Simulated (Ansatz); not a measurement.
Consider the redistribution: `C[Si](C)([SiH3])Cl` + `C[O][Sc]([OH])[OH]` → `[OH][Sc]([OH])[O][SiH3]` + `C[Si](C)(C)Cl`.

Calculated with Ansatz (gas phase, PBE0-D4/def2-TZVP geometries, no zero-point term in ΔE). CCSD(T)/CBS adds triple-zeta CCSD(T) − MP2 to the extrapolated MP2 energy (def2 sets, frozen cores). For Sc outer-core shells are correlated without core-valence functions, which leaves a few kJ/mol of doubt a bond. Scalar relativity is left out up to krypton. Each species was taken in one conformer, which may not be the lowest.

`C[Si](C)([SiH3])Cl`:

```xyz
14

C    -0.691    1.645    0.556
Si    0.230    0.272   -0.307
C     1.723   -0.266    0.675
Si   -1.172   -1.531   -0.828
Cl    0.908    1.015   -2.128
H    -1.536    1.989   -0.044
H    -0.028    2.495    0.735
H    -1.074    1.298    1.520
H     2.387    0.583    0.853
H     2.285   -1.037    0.144
H     1.414   -0.671    1.643
H    -1.700   -2.159    0.417
H    -0.421   -2.564   -1.591
H    -2.325   -1.069   -1.646
```

`C[O][Sc]([OH])[OH]`:

Cartesian coordinates in Å:
```
C -1.833 -0.287 0.991
O -0.611 -0.116 0.365
Sc 1.000 0.153 -0.536
O 2.595 -0.477 0.215
O 0.992 1.052 -2.179
H -2.083 -1.351 1.083
H -2.641 0.200 0.430
H -1.822 0.139 2.002
H 3.373 -0.818 0.643
H 1.031 1.504 -3.015
```

`[OH][Sc]([OH])[O][SiH3]`:

```xyz
10

O    -2.262    0.138    1.535
Sc   -1.295   -0.047   -0.047
O    -2.133   -0.304   -1.691
O     0.605    0.028    0.019
Si    2.226    0.084    0.079
H    -2.798    0.227    2.317
H    -2.612   -0.432   -2.504
H     2.807   -1.274   -0.115
H     2.766    0.976   -0.987
H     2.697    0.604    1.394
```

`C[Si](C)(C)Cl`:

Z-matrix (Å, degrees):
```
C
Si 1 1.862
H 1 1.092 2 110.9
H 1 1.092 2 110.9 3 -120.2
H 1 1.094 2 110.4 3 119.9
C 2 1.862 1 111.5 3 177.4
C 2 1.862 1 111.5 3 -57.2
Cl 2 2.079 1 107.3 3 60.1
H 6 1.092 2 110.9 1 -177.4
H 6 1.092 2 110.9 1 -57.2
H 6 1.094 2 110.4 1 62.7
H 7 1.094 2 110.4 1 -62.7
H 7 1.092 2 110.9 1 177.4
H 7 1.092 2 110.9 1 57.2
```

```json
{"species": "`C[Si](C)([SiH3])Cl`", "HF/CBS(def2) energy (Eh)": "-1118.52233"}
{"species": "`C[O][Sc]([OH])[OH]`", "HF/CBS(def2) energy (Eh)": "-1025.47545"}
{"species": "`[OH][Sc]([OH])[O][SiH3]`", "HF/CBS(def2) energy (Eh)": "-1276.61126"}
{"species": "`C[Si](C)(C)Cl`", "HF/CBS(def2) energy (Eh)": "-867.47601"}
```

Question: Work out ΔE.

Answer: ΔE = (-1276.61126) + (-867.47601) − (-1118.52233) − (-1025.47545) = -0.08949 Eh = -235.0 kJ/mol. CCSD(T)/CBS gives -218.9 kJ/mol.

Largest T1 diagnostic among the species: 0.016.

In def2-TZVPP, CCSD(T) changes the Hartree–Fock value by +15.9 kJ/mol (the triples alone add +3.4 kJ/mol) and MP2 by +3.1 kJ/mol. From PBE to PBE0 (25 % exact exchange), in def2-TZVPP and without D4, ΔE moves by −12.7 kJ/mol.
